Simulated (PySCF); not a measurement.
**Shapes and spin states of K3**

Computed with PBE0 in PySCF with K def2-TZVP; no relativity; density-fitted integrals.

Relaxations began from a few typed shapes and spin states; open shells are unrestricted. The search is not exhaustive: other isomers or separated fragments can lie lower, and high-lying points may rest on an excited occupation.

Q: Which is the lowest minimum found?
A. quartet D3h: K–K 4.996 Å (×3); K–K–K 60.0° (×3)
B. doublet D∞h: K–K 4.228 Å (×2); K–K–K 180.0°
C. doublet C2v: K–K 4.174 Å (×2), K–K 5.213 Å; K–K–K 51.4° (×2), K–K–K 77.3°
D. quartet D∞h: no bonded pair; 

A: C. The others lie at 6.2 (doublet D∞h), 61.9 (quartet D3h), 69.5 (quartet D∞h) kJ/mol above it.
